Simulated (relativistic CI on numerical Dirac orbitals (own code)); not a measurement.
# Ligand-field terms of d6

Computed with a parametric ligand-field model of a d^n configuration (Racah B and C, spin-orbit zeta, crystal field), exact diagonalisation.

Field parameters in Wybourne normalisation: Td as Oh with Dq negative (B⁴₀ = 21Dq, B⁴₄ = √(5/14) B⁴₀). The field is a parameter set, without covalency.

B = 500 cm⁻¹, C = 2260 cm⁻¹ (C/B = 4.52), Td, no spin-orbit coupling. Tanabe-Sugano data, E/B above the lowest term (Δ = |10Dq|; b, c mark the second and third term of a kind):

| Δ/B | 5E | 5T2 | 3T1 | 3E | 3T2 | 3T1(b) | 1T2 | 1E |
| --- | --- | --- | --- | --- | --- | --- | --- | --- |
| 1.0 | 0.00 | 1.00 | 21.99 | 22.26 | 22.86 | 23.08 | 33.02 | 32.94 |
| 2.8 | 0.00 | 2.80 | 21.23 | 22.49 | 23.83 | 24.06 | 32.41 | 32.32 |
| 4.6 | 0.00 | 4.60 | 20.06 | 22.64 | 24.34 | 24.23 | 31.40 | 31.50 |
| 6.4 | 0.00 | 6.40 | 18.70 | 22.75 | 24.63 | 24.26 | 30.18 | 30.52 |
| 8.2 | 0.00 | 8.20 | 17.22 | 22.83 | 24.82 | 24.26 | 28.84 | 29.40 |
| 10.0 | 0.00 | 10.00 | 15.68 | 22.89 | 24.95 | 24.26 | 27.42 | 28.18 |
| 11.8 | 0.00 | 11.80 | 14.10 | 22.93 | 25.04 | 24.27 | 25.95 | 26.88 |
| 13.6 | 0.00 | 13.60 | 12.48 | 22.97 | 25.12 | 24.27 | 24.44 | 25.50 |
| 15.4 | 0.00 | 15.40 | 10.84 | 23.00 | 25.18 | 24.28 | 22.90 | 24.05 |
| 17.2 | 0.00 | 17.20 | 9.17 | 23.03 | 25.23 | 24.28 | 21.34 | 22.57 |
| 19.0 | 0.00 | 19.00 | 7.50 | 23.05 | 25.27 | 24.29 | 19.75 | 21.04 |
| 20.8 | 0.00 | 20.80 | 5.81 | 23.07 | 25.30 | 24.29 | 18.15 | 19.47 |

The ground term stays 5E.
